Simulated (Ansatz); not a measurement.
Isolated molecules relaxed with PBE0-D4/def2-TZVP in Ansatz; ΔE leaves out vibrations. CCSD(T)/CBS is the MP2 limit (def2-TZVPP, def2-QZVPP) plus CCSD(T) − MP2 in def2-TZVPP, frozen cores. This one scheme is used for every species. Functionals use def2-TZVPP. For Ge outer-core shells are correlated without core-valence functions, which leaves a few kJ/mol of doubt a bond. Scalar relativity is left out up to krypton. Each species was taken in one conformer, which may not be the lowest.

Reaction (formal hydrolysis of a Ge–O bond): `C[O][GeH2][O]C` + H₂O → `C[O][GeH2][OH]` + CH₃OH

```tsv
level	ΔE (eV)
PBE-D4	0.08
B97M-V	0.07
```

Q: What does CCSD(T)/CBS give? (Best estimate.)

A: Computed: +0.12 eV. The listed levels differ from it by -0.04, -0.05 eV.

Largest T1 diagnostic among the species: 0.012.

The D4 term adds +0.07 eV with B3LYP and +0.04 eV with PBE0; it sums over pairs of atoms, weighted by their polarisabilities, and B3LYP, whose exchange is more repulsive, gets the larger term. Leaving LDA and LC-ωPBE aside and taking each functional with its dispersion term where it has one, the values, not all of them listed here, spread over 0.04 eV, from B2PLYP to BLYP-D4. LDA lies +0.05 eV from PBE without D4.

B3LYP here is the variant with VWN-RPA as its local correlation; programs differ in this.

CCSD(T)/CBS has its own doubt, a few kJ/mol and more with outer-core shells, so smaller differences from it don't rank the levels.
